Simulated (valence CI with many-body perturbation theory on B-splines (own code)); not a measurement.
## E1 transitions of Ti

Method: configuration interaction combined with many-body perturbation theory (CI+MBPT): four valence electrons over a frozen Dirac-Fock core [Ar], radial functions for each j: 9 s, 9 p, 10 d, 8 f, 5 g, 3 h, 1 i, with the one-electron correlation potential Σ1, the two-electron term Σ2, the three-electron term Σ3, Breit, model QED; selected CI, second order for the rest, scaled by the run's own slope (own B-spline code, finite nucleus).

Against 41 measured levels this calculation errs by 376 cm⁻¹ on average and by 558 at most. These come from a selection out of the NIST Handbook of Basic Atomic Spectroscopic Data. Levels without a partner in it may be off by more, other configurations by 1,000 to 4,000 cm⁻¹. Among the levels kept, up to 670 cm⁻¹ of a level comes from second order outside the variational space, and about a tenth of that is noise between levels of different J, which matters for small intervals.

Lines 1 to 50 of 193 in falling wavelength, among levels below 2.749 eV, chosen from the strongest by gf and those to the six lowest levels. Wavelengths and rates use the calculated energies, so an error of 400 cm⁻¹ moves a line at 14260 Å by 5.7 % and its rate by three times that or more. Electric multipoles are in the length gauge, E1 and E2 with the static RPA response of the core. Weak lines are less certain than strong ones. Lines between different terms over intervals too small for the method are left out, as are lines whose strength nearly cancels. The highest levels of a list are the least certain.

```
λ vac (Å)  λ from measured levels            Upper         Lower   A (s⁻¹)  S (a.u.) with core polarisation  S without
    24870                          3d2 4s 4p 3G°_5   3d3 4s 3H_5  4.73e+03                         3.95e-01   4.13e-01
    23690                          3d2 4s 4p 1F°_3   3d3 4s 1G_4  1.26e+05                         5.78e+00   6.13e+00
    22820                          3d2 4s 4p 3F°_2   3d3 4s 3G_3  4.55e+04                         1.33e+00   1.40e+00
    22550                          3d2 4s 4p 3F°_3   3d3 4s 3G_4  4.31e+04                         1.71e+00   1.79e+00
    22300                          3d2 4s 4p 3F°_3   3d3 4s 3G_3  3.35e+03                         1.28e-01   1.35e-01
    22100                          3d2 4s 4p 3F°_4   3d3 4s 3G_5  4.72e+04                         2.26e+00   2.37e+00
    21790                          3d2 4s 4p 3F°_4   3d3 4s 3G_4  2.79e+03                         1.28e-01   1.35e-01
    21750                          3d2 4s 4p 5D°_2   3d3 4s 5P_3  7.21e+03                         1.83e-01   1.93e-01
    21590                          3d2 4s 4p 5D°_1   3d3 4s 5P_2  2.73e+04                         4.07e-01   4.28e-01
    21470                          3d2 4s 4p 5D°_0   3d3 4s 5P_1  1.11e+05                         5.43e-01   5.71e-01
    21430                          3d2 4s 4p 5D°_3   3d3 4s 5P_3  3.74e+04                         1.27e+00   1.34e+00
    21400                          3d2 4s 4p 5D°_2   3d3 4s 5P_2  6.58e+04                         1.59e+00   1.67e+00
    21370                          3d2 4s 4p 5D°_1   3d3 4s 5P_1  8.52e+04                         1.23e+00   1.29e+00
    21180                          3d2 4s 4p 5D°_2   3d3 4s 5P_1  4.10e+04                         9.61e-01   1.01e+00
    21090                          3d2 4s 4p 5D°_3   3d3 4s 5P_2  7.78e+04                         2.52e+00   2.66e+00
    20970                          3d2 4s 4p 5D°_4   3d3 4s 5P_3  1.18e+05                         4.83e+00   5.09e+00
    20660                          3d2 4s 4p 1F°_3   3d3 4s 3H_4  2.08e+03                         6.34e-02   6.80e-02
    20160                          3d2 4s 4p 1F°_3   3d3 4s 3D_3  1.58e+02                         4.47e-03   4.69e-03
    19850                          3d2 4s 4p 3D°_2   3d3 4s 3G_3  3.87e+02                         7.48e-03   7.86e-03
    19570                          3d2 4s 4p 3D°_3   3d3 4s 3G_4  6.65e+02                         1.72e-02   1.81e-02
    18540                          3d2 4s 4p 3F°_3   3d3 4s 5P_3  3.06e+02                         6.73e-03   7.06e-03
    18280                          3d2 4s 4p 3F°_3   3d3 4s 5P_2  6.13e+02                         1.29e-02   1.36e-02
    18020                          3d2 4s 4p 3F°_4   3d3 4s 5P_3  1.53e+03                         3.98e-02   4.18e-02
    16600                          3d2 4s 4p 3D°_2   3d3 4s 5P_2  8.44e+02                         9.53e-03   1.00e-02
    16480                          3d2 4s 4p 3D°_3   3d3 4s 5P_3  4.81e+02                         7.43e-03   7.82e-03
    16470                          3d2 4s 4p 3D°_2   3d3 4s 5P_1  5.72e+02                         6.30e-03   6.60e-03
    16280                          3d2 4s 4p 3D°_3   3d3 4s 5P_2  1.03e+03                         1.54e-02   1.61e-02
    15200                          3d2 4s 4p 3G°_3   3d3 4s 3G_4  2.68e+04                         3.25e-01   3.45e-01
    15090                          3d2 4s 4p 3G°_3   3d3 4s 3G_3  2.30e+05                         2.73e+00   2.91e+00
    15080                          3d2 4s 4p 3G°_4   3d3 4s 3G_5  2.44e+04                         3.71e-01   3.93e-01
    14930                          3d2 4s 4p 3G°_4   3d3 4s 3G_4  2.21e+05                         3.26e+00   3.48e+00
    14830                          3d2 4s 4p 3G°_4   3d3 4s 3G_3  1.26e+04                         1.82e-01   1.94e-01
    14750                          3d2 4s 4p 3G°_5   3d3 4s 3G_5  2.42e+05                         4.21e+00   4.49e+00
    14620                          3d2 4s 4p 3G°_5   3d3 4s 3G_4  1.05e+04                         1.78e-01   1.89e-01
    14260                   14670  3d2 4s 4p 5D°_3   3d3 4s 3F_4  1.52e+03                         1.52e-02   1.64e-02
    14120                   14520  3d2 4s 4p 5D°_2   3d3 4s 3F_3  1.15e+03                         7.97e-03   8.61e-03
    14050                   14450  3d2 4s 4p 5D°_4   3d3 4s 3F_4  2.74e+03                         3.37e-02   3.61e-02
    13990                   14380  3d2 4s 4p 5D°_3   3d3 4s 3F_3  6.56e+02                         6.20e-03   6.60e-03
    13560                   13410  3d2 4s 4p 3F°_4  3d2 4s2 1G_4  9.80e+02                         1.09e-02   1.17e-02
    13080                          3d2 4s 4p 1F°_3   3d3 4s 3G_3  1.67e+03                         1.29e-02   1.38e-02
    12920                   13080  3d2 4s 4p 3F°_3   3d3 4s 3F_4  3.42e+04                         2.55e-01   2.74e-01
    12860                   13020  3d2 4s 4p 3F°_2   3d3 4s 3F_3  4.11e+04                         2.16e-01   2.32e-01
    12700                   12850  3d2 4s 4p 3F°_3   3d3 4s 3F_3  2.38e+05                         1.68e+00   1.81e+00
    12690                   12830  3d2 4s 4p 3F°_2   3d3 4s 3F_2  2.55e+05                         1.28e+00   1.38e+00
    12670                   12830  3d2 4s 4p 3F°_4   3d3 4s 3F_4  2.78e+05                         2.51e+00   2.69e+00
    12530                   12670  3d2 4s 4p 3F°_3   3d3 4s 3F_2  2.56e+04                         1.74e-01   1.87e-01
    12450                   12600  3d2 4s 4p 3F°_4   3d3 4s 3F_3  2.13e+04                         1.82e-01   1.96e-01
    11890                   11980  3d2 4s 4p 3D°_3   3d3 4s 3F_4  2.14e+05                         1.24e+00   1.34e+00
    11860                   11950  3d2 4s 4p 3D°_2   3d3 4s 3F_3  2.07e+05                         8.53e-01   9.21e-01
    11810                   11900  3d2 4s 4p 3D°_1   3d3 4s 3F_2  2.45e+05                         5.98e-01   6.47e-01
```
